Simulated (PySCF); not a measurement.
**EPR parameters of C6H7O2**

Compound: C₆H₇O₂ (doublet state).
Cartesian coordinates in Å at the GFN2-xTB level; atoms count from 1:
```
atom  x, y, z in Å
C1    -2.5773    0.2874   -0.3441
O2    -1.6957   -0.1054    0.6851
C3    -0.3463    0.0918    0.4096
C4     0.2309   -0.8632   -0.6626
O5    -0.4494   -1.6473   -1.2773
C6     1.6365   -0.6648   -0.8109
C7     2.8505   -0.8061   -1.2616
C8     2.7905    0.2284   -0.2082
H9    -3.5800    0.1893    0.0669
H10   -2.4797   -0.3561   -1.2222
H11   -2.3981    1.3300   -0.6355
H12    0.1869   -0.0828    1.3493
H13   -0.1485    1.1246    0.0745
H14    2.8310    1.2750   -0.4807
H15    3.1442    0.0074    0.7901
```

The hyperfine couplings belong to this conformer and change with its torsions.

The species is `COCC(=O)C1=[C]C1` [radical].

Method: UKS B3LYP, pcH-1 on C H O, non-relativistic, mean-field spin-orbit, GIAO (PySCF). Geometry: GFN2-xTB, one conformer, isolated molecule. The geometry wasn't refined by DFT: couplings that depend on bond lengths, twists or pyramidal angles can differ widely from those at the functional's own minimum. No stability test was run, so a lower SCF solution isn't excluded.

```json
{
  "g1, g2, g3": "2.00047, 2.00209, 2.00422",
  "g_iso": "2.00226",
  "Form of g": "rhombic: the two nearest values differ by 43 % of g3 − g1",
  "⟨S²⟩": "0.7586 (exact 0.7500)",
  "α and β electrons": "30, 29",
  "HOMO–LUMO gap, α and β orbitals": "4.49, 2.84 eV",
  "Basis functions": "270"
}
```

Isotropic coupling and dipolar principal values T1 to T3, in mT (MHz turned into mT with g_iso):

| atom | isotope | a_iso | T1 | T2 | T3 | Mulliken spin population |
| --- | --- | --- | --- | --- | --- | --- |
| C1 | 13C | -0.01 | -0.01 | 0.00 | 0.01 | 0.00 |
| O2 | 17O | -0.04 | -0.04 | 0.02 | 0.02 | 0.00 |
| C3 | 13C | 0.20 | -0.02 | -0.02 | 0.04 | 0.00 |
| C4 | 13C | 0.11 | -0.04 | -0.02 | 0.05 | 0.00 |
| O5 | 17O | -0.04 | -0.31 | 0.00 | 0.32 | -0.01 |
| C6 | 13C | 0.47 | -0.96 | -0.24 | 1.20 | 0.02 |
| C7 | 13C | 17.40 | -2.08 | -1.36 | 3.43 | 0.70 |
| C8 | 13C | 0.94 | -1.07 | -0.99 | 2.06 | 0.30 |
| H9 | 1H | 0.00 | -0.01 | -0.01 | 0.02 | 0.00 |
| H10 | 1H | 0.00 | -0.02 | -0.02 | 0.03 | 0.00 |
| H11 | 1H | 0.00 | -0.02 | -0.02 | 0.03 | 0.00 |
| H12 | 1H | 0.06 | -0.07 | -0.06 | 0.13 | 0.00 |
| H13 | 1H | 0.02 | -0.07 | -0.06 | 0.13 | 0.00 |
| H14 | 1H | -0.50 | -0.50 | -0.13 | 0.63 | -0.01 |
| H15 | 1H | -0.49 | -0.50 | -0.13 | 0.63 | -0.01 |

The largest Mulliken spin populations are on C7 (+0.70) and C8 (+0.30).

Axes: g1 points within 6° of the C6–C8 bond.

Under fast tumbling the dipolar parts average out, and these isotropic splittings remain: 2 × 1H (H14/H15, I = 1/2, 3 lines) with 0.50 mT and 2 × 1H (H12/H13, I = 1/2, 3 lines) with 0.04 mT.

Nuclei that the bonding pattern makes equivalent are averaged, as if the motion that swaps them (rotation, inversion, ring flip) were fast.

The 13C coupling of C7 (487.6 MHz) shows only in satellite lines or after enrichment, since that isotope makes up about 1.07 % of natural carbon.

Examples of negative spin density at the nucleus (bohr⁻³): H14/H15 (-0.0031).

Time: 57 s wall (with the writing of density and orbital grids); peak memory 0.97 GiB. Hardware: an Arm Neoverse V2 with one thread, shared host with 32 logical CPUs at a one-minute load of 17.
